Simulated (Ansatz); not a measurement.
Ansatz results at the PBE0-D4/def2-TZVP geometry: size of the dipole moment (B3LYP/def2-TZVPP) 1.16 D; HOMO–LUMO gap (PBE/def2-TZVPP) 3.40 eV; HOMO energy (PBE0/def2-TZVPP) -7.05 eV.

Each molecule was computed in one conformer, which needn't be the lowest.

Task: Which molecule gave them?
A. `O/C=C/[SiH2][SiH3]`
B. `[CH3][Al]1[S][CH]1F`
C. `[AlH2][NH]C#C[SiH3]`
D. `C#C[SiH](O)[AlH][CH3]`

Result: D. The others give `[AlH2][NH]C#C[SiH3]`: 2.63, 3.32, -6.62; `O/C=C/[SiH2][SiH3]`: 2.45, 4.70, -6.84; `[CH3][Al]1[S][CH]1F`: 3.92, 3.68, -6.70.

B3LYP here is the variant with VWN-RPA as its local correlation; programs differ in this.
